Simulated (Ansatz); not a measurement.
`N[Si](F)([SiH3])Cl` + H–F → `N[Si](F)(F)[SiH3]` + HCl at 700 K and 1 bar (ligand exchange at the Si–Cl bond).

Gas-phase electronic energies from Ansatz, PBE0-D4/def2-TZVP geometries. CCSD(T)/CBS adds triple-zeta CCSD(T) − MP2 to the extrapolated MP2 energy (def2 sets, frozen cores). This one scheme is used for every species. Each species was taken in one conformer, which may not be the lowest.

```json
{"species": "`N[Si](F)([SiH3])Cl`", "CCSD(T)/CBS energy (Eh)": "-1195.59251", "H − E (kJ/mol)": "235.1", "S (J/(mol·K))": "510.9"}
{"species": "H–F", "CCSD(T)/CBS energy (Eh)": "-100.39570", "H − E (kJ/mol)": "45.2", "S (J/(mol·K))": "198.5"}
{"species": "`N[Si](F)(F)[SiH3]`", "CCSD(T)/CBS energy (Eh)": "-835.62453", "H − E (kJ/mol)": "236.3", "S (J/(mol·K))": "496.3"}
{"species": "HCl", "CCSD(T)/CBS energy (Eh)": "-460.38127", "H − E (kJ/mol)": "38.4", "S (J/(mol·K))": "211.8"}
```

H − E and S are ideal-gas, rigid-rotor, harmonic terms from PBE0-D4/def2-TZVP, for one conformer and one mirror image of each species. 1 Eh = 2625.50 kJ/mol, R = 8.31446 J/(mol·K).

Problem. By hand: ΔE, ΔH, ΔS and ΔG.

Solution. ΔE = (-835.62453) + (-460.38127) − (-1195.59251) − (-100.39570) = -0.01759 Eh = -46.2 kJ/mol. Δ(H − E) = 236.3 + 38.4 − 235.1 − 45.2 = -5.6, so ΔH = -51.8 kJ/mol. ΔS = 496.3 + 211.8 − 510.9 − 198.5 = -1.3 J/(mol·K). ΔG = -51.8 − 700 × (-1.3)/1000 = -50.9 kJ/mol.

Problem. By hand: the equilibrium constant, and the temperature at which ΔG would vanish if ΔH and ΔS stayed fixed.

Solution. log₁₀ K = −ΔG/(RT ln 10) = 3.8. ΔG = 0 at ΔH/ΔS = 39846 K, far beyond where these terms or the molecules hold.

The number of gas molecules stays the same, so ΔS is small and ΔH decides. A doubt of 5 kJ/mol in ΔE shifts log₁₀ K by 0.4 here. Other conformers and mirror images would add mixing entropy, several J/(mol·K) or more a flexible species. These are equilibria of isolated gas molecules and say nothing of rates. Largest T1 diagnostic: 0.012 (customary marks: 0.02 for closed shells, 0.045 for open ones).
